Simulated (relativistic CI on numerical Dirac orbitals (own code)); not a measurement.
## Sb XXXVI: q coefficients and field-shift factors

These numbers are calculated, not measured: Dirac-Coulomb-Breit CI, orbitals from a KLI potential per configuration, derivatives by finite differences, unscaled Slater integrals, QED left out (own radial code, finite nucleus).

Configuration list (outside the closed core [Ne]): 3s2 3p4, 3s 3p5, 3s2 3p3 3d, 3p6, 3s 3p4 3d, 3p5 3d, 3p4 3d2, 3p3 3d3. Double excitations out of closed p, d and f shells are left out; levels of such configurations are missing from the list, as are those of other unlisted configurations, and high levels can miss mixing partners.

With x = (α/α₀)² − 1 an excitation energy changes as ω = ω₀ + qx; K = 2q/ω₀ is the relative enhancement. Terms are leading LS components, so labels can repeat. The field-shift factor is F = δν/δ⟨r²⟩ for the transition from the lowest level.

Lowest level 3s2 3p4 3P_2.

| Level | ω₀ (cm⁻¹) | q (cm⁻¹) | F (GHz/fm²) |
| --- | --- | --- | --- |
| 3s2 3p4 1S_0 | 106498 | 12410 | -1.71 |
| 3s2 3p4 3P_1 | 461500 | 526500 | -15.6 |
| 3s2 3p4 1D_2 | 517105 | 522800 | -15.6 |
| 3s2 3p4 3P_0 | 1024953 | 1.044e+06 | -36.9 |
| 3s2 3p3 3d 3F°_2 | 1162247 | 79710 | -41.9 |
| 3s2 3p3 3d 5D°_1 | 1181881 | 108300 | -61.1 |
| 3s2 3p3 3d 3F°_3 | 1201703 | 55650 | 5.25 |
| 3s2 3p3 3d 3P°_0 | 1204221 | 57590 | 3.81 |
| 3s 3p5 3P°_2 | 1230577 | 350300 | -270 |
| 3s2 3p3 3d 3F°_4 | 1294041 | 153500 | 5.85 |
| 3s 3p5 3P°_1 | 1407276 | 442800 | -275 |
| 3s 3p5 3P°_2 | 1411329 | 393100 | -208 |
| 3s2 3p3 3d 3G°_3 | 1422401 | 180200 | 4.42 |
| 3s2 3p3 3d 3D°_1 | 1502730 | 326700 | -107 |
| 3s2 3p3 3d 5D°_0 | 1597102 | 577800 | -64.3 |
| 3s2 3p3 3d 3F°_2 | 1598661 | 540600 | -8.7 |
| 3s2 3p3 3d 3D°_1 | 1606266 | 559700 | -69.3 |
| 3s2 3p3 3d 3F°_3 | 1632776 | 553500 | -6.88 |
| 3s2 3p3 3d 3G°_4 | 1685031 | 559300 | -6.81 |
| 3s2 3p3 3d 3D°_3 | 1701778 | 653200 | -6.29 |
| 3s 3p5 3P°_0 | 1702144 | 868000 | -277 |
| 3s2 3p3 3d 5D°_4 | 1717192 | 628100 | -5.83 |
| 3s2 3p3 3d 3D°_1 | 1727165 | 760500 | -163 |

At this charge energies of transitions that change n are usually good to better than 1 %, and those within a shell (Δn = 0) to a few per cent.

(1) Which transition from the lowest level has the largest |K|?

## Answers

(1) 3s2 3p4 3P_1 at 461500 cm⁻¹, K = 2.28.
